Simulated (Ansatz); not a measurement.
C₃H₇BN₂, SMILES `BN/C=N/C=C`, relaxed with RKS PBE-D4/def2-SVP in the Gaussian-basis code of Ansatz from a rough embedded geometry. The force threshold is 0.03 eV/Å; the program also tests the step.

Total charge 0; spin multiplicity 1.

Start:

```xyz
13

B    -0.956    2.112    1.316
N    -0.247    0.833    1.665
C     0.151   -0.064    0.663
N     0.010    0.119   -0.629
C     0.307   -0.660   -1.737
C     0.699   -1.946   -1.602
H    -1.256    2.837    2.256
H    -1.182    2.441    0.263
H    -0.057    0.558    2.684
H     0.662   -1.016    0.965
H     0.183   -0.265   -2.711
H     0.779   -2.477   -0.664
H     0.908   -2.473   -2.468
```

```tsv
step	energy (eV)	largest force (eV/Å)	largest move (Å)
1	-6866.3523	3.882	0.000
2	-6867.0120	1.220	0.133
3	-6867.1049	0.733	0.194
4	-6867.1718	0.417	0.200
5	-6867.2086	0.499	0.192
6 (rejected)	-6867.1738	0.654	0.200
7	-6867.2404	0.217	0.100
8	-6867.2478	0.212	0.100
9	-6867.2516	0.219	0.087
10	-6867.2557	0.140	0.032
11	-6867.2566	0.079	0.038
12	-6867.2572	0.034	0.067
13	-6867.2574	0.018	0.017
```

End:

```xyz
13

B    -1.137    1.950    1.421
N    -0.152    0.934    1.525
C     0.374    0.116    0.520
N     0.095    0.258   -0.720
C     0.539   -0.668   -1.654
C     0.412   -2.013   -1.564
H    -1.426    2.539    2.444
H    -1.647    2.184    0.350
H     0.254    0.738    2.444
H     1.072   -0.674    0.890
H     0.954   -0.214   -2.573
H    -0.083   -2.485   -0.700
H     0.746   -2.664   -2.385
```

It took 19 s on 4 threads of an Arm Neoverse V1 on a shared host, with 0.16 GiB of host memory at the peak.
